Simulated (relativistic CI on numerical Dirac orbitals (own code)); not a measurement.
# Electric-dipole lines of S XVI

Method of calculation: Dirac equation for one electron, model QED (radiative potential, 1s self-energy scaled to tabulated hydrogen-like ionisation energies) (own radial code, finite nucleus).

CI space: 1s, 2s, 2p, 3s, 3p, 3d, 4s, 4p, 4d, 4f, 5s, 5p, 5d, 5f, 5g, 6s, 6p, 6d. Levels of other configurations are missing.

| λ vac (Å) | Lower | Upper | A (s⁻¹) | E lower (eV) | E upper (eV) |
| --- | --- | --- | --- | --- | --- |
| 4.7273 | 1s 2S_1/2 [1] | 2p 2P°_3/2 [4] | 4.09e+13 | 0.00 | 2622.70 |
| 4.7328 | 1s 2S_1/2 [1] | 2p 2P°_1/2 [2] | 4.11e+13 | 0.00 | 2619.70 |
| 18.884 | 2p 2P°_1/2 [2] | 4d 2D_3/2 [12] | 1.14e+12 | 2619.70 | 3276.27 |
| 18.967 | 2p 2P°_3/2 [4] | 4d 2D_5/2 [15] | 1.35e+12 | 2622.70 | 3276.39 |
| 25.456 | 2p 2P°_1/2 [2] | 3d 2D_3/2 [7] | 3.55e+12 | 2619.70 | 3106.75 |
| 25.462 | 2s 2S_1/2 [3] | 3p 2P°_3/2 [8] | 1.47e+12 | 2619.81 | 3106.75 |
| 25.508 | 2s 2S_1/2 [3] | 3p 2P°_1/2 [5] | 1.49e+12 | 2619.81 | 3105.86 |
| 25.599 | 2p 2P°_3/2 [4] | 3d 2D_5/2 [9] | 4.24e+12 | 2622.70 | 3107.04 |
| 25.614 | 2p 2P°_3/2 [4] | 3d 2D_3/2 [7] | 7.06e+11 | 2622.70 | 3106.75 |
| 49.818 | 3p 2P°_1/2 [5] | 5d 2D_3/2 [19] | 1.86e+11 | 3105.86 | 3354.74 |
| 49.983 | 3d 2D_3/2 [7] | 5f 2F°_5/2 [21] | 2.79e+11 | 3106.75 | 3354.80 |
| 49.984 | 3p 2P°_3/2 [8] | 5d 2D_5/2 [22] | 2.23e+11 | 3106.75 | 3354.80 |
| 50.036 | 3d 2D_5/2 [9] | 5f 2F°_7/2 [24] | 2.98e+11 | 3107.04 | 3354.83 |
| 72.757 | 3p 2P°_1/2 [5] | 4d 2D_3/2 [12] | 3.85e+11 | 3105.86 | 3276.27 |
| 72.770 | 3s 2S_1/2 [6] | 4p 2P°_3/2 [13] | 2.00e+11 | 3105.89 | 3276.27 |
| 72.931 | 3s 2S_1/2 [6] | 4p 2P°_1/2 [10] | 2.03e+11 | 3105.89 | 3275.89 |
| 73.085 | 3d 2D_3/2 [7] | 4f 2F°_5/2 [14] | 8.45e+11 | 3106.75 | 3276.39 |
| 73.085 | 3p 2P°_3/2 [8] | 4d 2D_5/2 [15] | 4.61e+11 | 3106.75 | 3276.39 |
| 73.185 | 3d 2D_5/2 [9] | 4f 2F°_7/2 [16] | 9.04e+11 | 3107.04 | 3276.45 |
| 102.36 | 4p 2P°_3/2 [13] | 6d 2D_5/2 [30] | 5.65e+10 | 3276.27 | 3397.39 |
| 157.26 | 4p 2P°_1/2 [10] | 5d 2D_3/2 [19] | 8.09e+10 | 3275.89 | 3354.74 |
| 157.28 | 4s 2S_1/2 [11] | 5p 2P°_3/2 [20] | 4.79e+10 | 3275.91 | 3354.74 |
| 157.88 | 4d 2D_3/2 [12] | 5f 2F°_5/2 [21] | 1.58e+11 | 3276.27 | 3354.80 |
| 157.88 | 4p 2P°_3/2 [13] | 5d 2D_5/2 [22] | 9.73e+10 | 3276.27 | 3354.80 |
| 158.07 | 4f 2F°_5/2 [14] | 5g 2G_7/2 [23] | 2.69e+11 | 3276.39 | 3354.83 |
| 158.07 | 4d 2D_5/2 [15] | 5f 2F°_7/2 [24] | 1.69e+11 | 3276.39 | 3354.83 |
| 158.15 | 4f 2F°_7/2 [16] | 5g 2G_9/2 [25] | 2.79e+11 | 3276.45 | 3354.85 |
| 289.60 | 5p 2P°_1/2 [17] | 6d 2D_3/2 [28] | 2.44e+10 | 3354.54 | 3397.36 |
| 289.65 | 5s 2S_1/2 [18] | 6p 2P°_3/2 [29] | 1.58e+10 | 3354.55 | 3397.36 |
| 290.65 | 5p 2P°_3/2 [20] | 6d 2D_5/2 [30] | 2.94e+10 | 3354.74 | 3397.39 |

Terms are leading LS components. Brackets give the number of a level in order of energy, since labels repeat. The list gives strong lines, with weight on those to low levels, without lines whose two gauges differ by over a factor of 2.5. Levels whose partners in the same complex of configurations lie outside the list can be far off, and so can their lines. Rates are taken at the computed energies, electric ones in the length gauge.
